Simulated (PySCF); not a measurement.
ZnF2, SMILES [Zn]([F])[F]. The structure is a stationary point at PBE0-D3(BJ)/def2-TZVP. The isomer is the one that the SMILES or the coordinates give; other isomers of the formula were not compared.

Computed equilibrium geometry at PBE0-D3(BJ)/def2-TZVP (PySCF confirms it by a frequency run) as bond lengths and angles, and its point group:
point group D∞h.
Atoms: Zn1 F2 F3. Bonds (Å): Zn1–F2 1.732, Zn1–F3 1.732. Bond angles (°): F2–Zn1–F3 180.0.
Charge 0, spin multiplicity 1.
